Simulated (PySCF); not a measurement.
**Radial density of Br³⁺ (bromine, charge +3)**

PBE0, [Ar] 3d10 4s2 4p2, high-spin 3P determinant. Computed with PySCF 2.14 in def2-TZVP (6s5p4d1f, 48 functions), with the non-relativistic Hamiltonian (point nucleus).

| r (bohr) | 4πr²ρ (e/bohr) | 4πr²(ρα − ρβ) |
| --- | --- | --- |
| 0.000603 | 0.1292 | 0.0000 |
| 0.00101 | 0.3561 | 0.0000 |
| 0.00170 | 0.9578 | 0.0000 |
| 0.00287 | 2.501 | 0.0000 |
| 0.00482 | 6.167 | -0.0001 |
| 0.00811 | 13.88 | -0.0001 |
| 0.0136 | 26.73 | 0.0006 |
| 0.0230 | 39.97 | 0.0055 |
| 0.0386 | 41.40 | 0.0272 |
| 0.0649 | 35.19 | 0.0838 |
| 0.109 | 47.33 | 0.1162 |
| 0.184 | 43.55 | -0.0027 |
| 0.309 | 28.33 | 0.1574 |
| 0.520 | 33.33 | 0.1822 |
| 0.874 | 10.69 | 0.2159 |
| 1.47 | 3.658 | 1.4457 |
| 2.47 | 0.8572 | 0.5340 |
| 4.16 | 0.01583 | 0.0106 |

Where is the radial spin density 4πr²(ρα − ρβ) most negative, and why is it negative at all?

Around r = 0.184 bohr, down to -0.0027 e/bohr: exchange with the open shell polarises the paired shells in an unrestricted calculation.
